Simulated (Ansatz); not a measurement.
**A barrier at the coupled-cluster level**

Start structure (CH8GeO, closed shell), relaxed at PBE0-D4/def2-TZVP:

```
11
angstrom
Ge -0.7716 1.5137 0.6478
O 0.5410 0.7672 1.5990
H -0.2687 1.8492 -0.7691
H -1.8712 0.4499 0.6168
H -1.2496 2.8006 1.3484
H 0.7825 -1.2984 -0.0875
C 0.4662 -1.7459 -1.0297
H 1.2927 1.3523 1.7127
H -0.5791 -2.0473 -0.9575
H 0.5786 -1.0203 -1.8360
H 1.0792 -2.6211 -1.2450
```

The step: GeH₄O ([OH][GeH3]) + CH₄ → CH₆Ge ([CH3][GeH3]) + H₂O; bonds formed: Ge1–C7, O2–H6; bonds broken: Ge1–O2, H6–C7. Program: Ansatz 0.2.0. Basis: def2-TZVPP and def2-QZVPP. Cores are frozen in the correlated methods. Filled d shells of the heavier atoms are correlated. The def2 sets are not built for correlating such inner shells, so the correlated values are less sure here. Extrapolation: Hartree–Fock as exp(−7.88 √X), correlation as X^−2.97. Energies below are by CCSD(T) at an estimated basis limit (MP2 extrapolated from triple and quadruple zeta, plus CCSD(T) − MP2 in triple zeta).

Task: What are the electronic barrier and the energy of the step, from the start structure to the end structure? (An estimate is asked for; the value comes from the calculation.)

Result: By the calculation: Barrier 269.3 kJ/mol; step energy 30.8 kJ/mol (uphill); reverse barrier, their difference, 238.5 kJ/mol. Barrier and step energy count from the start structure, the reverse barrier from the end structure.

The saddle point: One imaginary mode of 1303i cm⁻¹.
| pair | start (Å) | saddle (Å) | end (Å) |
| --- | --- | --- | --- |
| Ge1–C7 | 3.87 | 2.37 | 1.95 |
| O2–H6 | 2.68 | 1.16 | 0.96 |
| Ge1–O2 | 1.78 | 2.04 | 3.64 |
| H6–C7 | 1.09 | 1.46 | 3.94 |

Zero-point energy (harmonic, PBE0-D4): ZPE is 216.3 kJ/mol at the start and 208.6 kJ/mol at the saddle, so the barrier goes from 269.3 to 261.6 kJ/mol.

No T1 diagnostic of these runs exceeds 0.013.

Labels in which every atom is bracketed show which atoms are joined, not bond orders.

For scale, one of the runs: CCSD(T)/def2-TZVPP, 222 basis functions, launched by `ansatz run in.yaml --threads 4 --pin off --events-out ev --progress --plain --max-ram 9574MiB`. Hardware: 4 CPU threads of an Arm Neoverse V2, shared host. Wall time 70 s; peak host memory 3.6 GiB.
